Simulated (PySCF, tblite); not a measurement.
Isomers of C4H6ClN3, one GFN2-xTB conformer each. Single-point energies are computed at PBE0/pcSseg-1 (PySCF, gas phase, no added dispersion term), electronic only.

Question: Rank them by PBE0/pcSseg-1 energy, lowest first (kJ/mol).
A. `[CH3:1][CH2:2][n:3]1[n:4][n:5][cH:6][c:7]1[Cl:8]` with C1–C2–N3–N4 98°
B. `Cc1nnc(Cl)n1C`

Answer: B (0.0), A (59.5).

GFN2-xTB itself gives, in the same order: 0.0, 70.0. Both levels put the same isomer lowest.

Which frontier levels, dipoles and rotational constants go with these structures?

```csv
SMILES,"HOMO (eV, PBE0/pcSseg-1)",LUMO (eV),dipole (D),"A, B, C (MHz)"
Cc1nnc(Cl)n1C,-7.20,0.27,6.17,"3540, 1366, 997.8"
CCn1nncc1Cl,-7.52,-0.23,3.72,"2072, 1933, 1081"
```

What happens when harmonic zero-point energies from GFN2-xTB frequencies are added?

```csv
SMILES,ZPE (kJ/mol),electronic (kJ/mol),with ZPE (kJ/mol)
Cc1nnc(Cl)n1C,269.7,0.0,0.0
CCn1nncc1Cl,272.4,59.5,62.3
```

The zero-point energies span 2.7 kJ/mol. The order is unchanged.
